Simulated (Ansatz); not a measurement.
Mulliken charges of CH6OSSi (`OC([SiH3])S`) from r2SCAN/def2-TZVPP in Ansatz (PBE0-D4/def2-TZVP geometry).

```
atom   x (Å)   y (Å)   z (Å)  charge (e)
  O1  -1.368   0.648  -0.693      -0.328
  C2  -0.011   0.480  -0.312       0.059
 Si3   0.217  -0.920   0.959       0.252
  S4   0.978   0.058  -1.748      -0.159
  H5  -1.888   0.800   0.103       0.200
  H6   0.395   1.410   0.105       0.076
  H7   1.545  -0.821   1.615      -0.062
  H8   0.058  -2.239   0.297      -0.047
  H9  -0.854  -0.749   1.982      -0.080
 H10   1.012   1.282  -2.305       0.090
```

Question: By hand: the dipole of these point charges (1 e Å = 4.8032 D).

Answer: Σ q r = (0.061, 0.173, 0.277) e Å, of length 0.332 e Å = 1.59 D.

Question: How does the dipole of the full density compare? (Best estimate.)

Answer: Computed: (-0.042, 0.265, 0.354) e Å, 2.13 D; the point charges give 0.75 times that, at 17° from its direction.

Point charges leave out the atoms' own dipoles, such as those of lone pairs, and Mulliken's split depends on the basis, so the two needn't agree.
